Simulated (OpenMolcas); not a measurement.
# Multiplet structure of La2+

* Program: OpenMolcas 26.06
* Method: CASSCF
* Basis: ANO-RCC-VTZP [8s7p5d3f2g1h]
* Scalar Hamiltonian: DKH2, point nucleus
* Active space: 1 electron in 6 orbitals (5d 6s)
* State averaging: 2S+1 = 2 even, 6 roots
* Spin-orbit coupling: state interaction with AMFI integrals over the reference wave functions, term energies averaged over their components

With spin-orbit coupling, above the lowest level:

| Configuration | Term | J | E (cm⁻¹) | Measured (cm⁻¹) | g | Term weight % |
| --- | --- | --- | --- | --- | --- | --- |
| 5d | ²D | 3/2 | 0.0 | 0.0 | 0.800 | 100 |
| 5d | ²D | 5/2 | 1593 | 1603 | 1.200 | 100 |
| 6s | ²S | 1/2 | 13462 | 13591 | 2.002 | 100 |

Against the 2 measured excited levels shown (Martin, Zalubas and Hagan, Atomic Energy Levels: The Rare-Earth Elements, NSRDS-NBS 60 (1978)) the mean absolute deviation is 70 cm-1; the largest miss in energy is 6s ²S_1/2: computed 13462, measured 13591 cm⁻¹ (-1.0 %).

Spin-orbit coupling puts the lowest level 956 cm⁻¹ below the lowest spin-free term.

With one active electron the reference holds no correlation, so core polarisation is missing. Computed and measured levels are paired by configuration, term and J; levels that our copy of the source lacks, or whose pairing is in doubt (as where it misses far off the trend of its configuration), stay unpaired and out of the deviations. Only configurations of the active space appear.

The RASSCF and RASSI steps took 14 s on 1 thread of Intel(R) Xeon(R) Platinum 8259CL CPU @ 2.50GHz (Skylake/Cascade Lake) (shared host); the integral step is not counted.

The term weight is that of the spin-free term in the level, not the purity of its configuration.
